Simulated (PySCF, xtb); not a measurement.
C2H6N, SMILES C[N]C, multiplicity 2.

Harmonic wavenumbers (cm⁻¹) from xtb with GFN2-xTB at its own minimum, in rising order: 56, 91, 468, 971, 977, 1031, 1055, 1195, 1242, 1379, 1380, 1420, 1425, 1455, 1471, 2849, 2854, 2865, 2868, 2909, 2914.

**Question.** What does PySCF 2.14.0 with PBE0-D3(BJ)/def2-TZVP give at its own minimum? (The exact figures need the calculation; the answer reports its results.)

**Answer.** 87, 135, 432, 925, 948, 1007, 1030, 1207, 1237, 1383, 1404, 1456, 1463, 1483, 1484, 2960, 2969, 3007, 3013, 3121, 3122. Paired by order, the mean absolute difference is 63 cm⁻¹ and the zero-point energies are 47.0 and 48.4 kcal/mol.
